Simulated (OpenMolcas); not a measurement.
**Computed transition rates of Nb2+**

* Program: OpenMolcas
* Method: CASSCF
* Basis: ANO-RCC-VTZP [7s6p4d2f1g]
* Scalar Hamiltonian: DKH2, point nucleus
* Active space: 3 electrons in 5 orbitals (4d)
* State averaging: 2S+1 = 4 even, 10 roots; 2S+1 = 2 even, 35 roots kept (CI in the orbitals of an earlier block)
* Spin-orbit coupling: state interaction with AMFI integrals over the reference wave functions, term energies averaged over their components

Rates come from the transition moments of the reference wave functions (E1 and E2 in the length form). At fixed line strength A goes as λ^-3 for E1 and M1 and as λ^-5 for E2, so a rate at the computed wavelength can be rescaled to the measured one. Measured vacuum wavelengths follow from level energies in the list in Shadmi, J. Res. Natl. Bur. Stand. 70A, 435 (1966). Branching counts decays inside the model space alone, at computed energies, and the table is only a selection of the E2 and M1 lines, drawn from those between levels with measured partners whose computed energy lies within a factor of 1.5 of the measured one.

```
      Upper       Lower  Type  λ computed (nm)  λ measured (nm)  A computed (s-1)  A rescaled (s-1)  Branching %
 4d³ ⁴F_5/2  4d³ ⁴F_3/2    M1            19920            19390          5.47e-03          5.93e-03        100.0
 4d³ ⁴F_7/2  4d³ ⁴F_5/2    M1            15160            15130          1.24e-02          1.25e-02        100.0
 4d³ ⁴F_9/2  4d³ ⁴F_7/2    M1            12800            13120          1.29e-02          1.20e-02        100.0
 4d³ ²H_9/2  4d³ ²G_9/2    M1             3004             3213          7.40e-02                           48.2
4d³ ²H_11/2  4d³ ²G_9/2    M1             2721             2891          4.81e-02                           96.2
 4d³ ²H_9/2  4d³ ²G_7/2    M1             2573             2717          5.56e-02                           36.2
 4d³ ⁴P_5/2  4d³ ⁴F_9/2    E2              989             1306          6.30e-02          1.57e-02         57.1
 4d³ ⁴P_3/2  4d³ ⁴F_7/2    E2            982.4             1346          4.46e-02          9.24e-03         39.5
 4d³ ²G_9/2  4d³ ⁴F_9/2    M1            940.6             1271          2.57e-01                           69.0
 4d³ ⁴P_1/2  4d³ ⁴F_5/2    E2            931.8             1227          4.62e-02          1.17e-02         34.2
 4d³ ⁴P_3/2  4d³ ⁴F_5/2    E2            922.7             1236          4.42e-02          1.02e-02         39.1
 4d³ ²G_7/2  4d³ ⁴F_7/2    M1            921.2             1241          1.12e-01                           48.6
 4d³ ⁴P_5/2  4d³ ⁴F_7/2    E2            918.1             1188          2.94e-02          8.10e-03         26.6
 4d³ ⁴P_1/2  4d³ ⁴F_3/2    E2            890.1             1154          8.88e-02          2.42e-02         65.7
 4d³ ⁴P_3/2  4d³ ⁴F_3/2    E2            881.8             1162          1.84e-02          4.63e-03         16.3
 4d³ ²G_9/2  4d³ ⁴F_7/2    M1            876.2             1159          1.13e-01                           30.4
 4d³ ²G_7/2  4d³ ⁴F_5/2    M1            868.4             1147          1.13e-01                           49.0
 4d³ ²F_7/2  4d³ ²G_9/2    E2            719.2            994.4          1.37e-01          2.71e-02         22.4
 4d³ ²F_7/2  4d³ ²G_7/2    M1            691.5            941.2          1.13e-01                           18.4
 4d³ ²F_5/2  4d³ ²G_7/2    E2            677.1            931.2          1.64e-01          3.33e-02         28.9
 4d³ ²F_5/2  4d³ ²G_7/2    M1            677.1            931.2          6.83e-02                           12.1
 4d³ ²D_5/2  4d³ ⁴F_7/2    M1            602.9            839.1          5.10e-01                           74.9
 4d³ ²D_5/2  4d³ ⁴F_5/2    M1            579.8              795          6.91e-02                           10.2
 4d³ ²F_7/2  4d³ ⁴F_9/2    M1            407.6              558          1.08e-01                           17.6
 4d³ ²F_5/2  4d³ ⁴F_3/2    M1            373.3            500.6          1.00e-01                           17.6
```

Spin-changing lines and M1 lines between different terms are not rescaled, since their strength hangs on the term gaps too.

The largest correction is for 4d³ ²F_7/2 → 4d³ ²G_9/2 (E2): 1.37e-01 × (719.2 / 994.4)^5 = 2.71e-02 s-1, a factor of 0.20.

The computed rate and branching of 4d³ ⁴F_5/2 → 4d³ ⁴F_3/2 give the upper level a radiative lifetime of 1.000 / 5.47e-03 s-1 = 1.83e+02 s, counting decays inside the model space alone. The rescaled rate gives about 1.7e+02 s.

The computed order of these levels differs from the measured one in 2 places, and where term gaps are wrong the rates of spin-changing lines can be off by large factors.

These are rates of the free ion; in crystals, glasses and complexes forced electric-dipole and non-radiative decay shorten such lifetimes by orders of magnitude. No measured rate stands beside these. Rescaling mends the energy factor alone: line strengths can still be far off where a level mixes with configurations outside the active space, and weak or spin-changing lines hang on small mixing coefficients that depend on the term gaps too, so rescaling need not improve them.

Levels of configurations with an s electron are missing; early in the row they begin among the upper levels of the d shell and mix with terms of their name. Without dynamic correlation excited terms often stand tens of per cent too high (terms of higher spin than the ground term too low), and those without a measured partner can miss by more than the paired ones. Terms from blocks run as CI alone lack orbitals of their own. Measured partners are found by configuration, term and J. A level has none where our copy of the source lacks it or the pairing is in doubt (some pairs that miss far off the trend of their configuration count as doubtful). Levels of configurations outside the active space are missing.
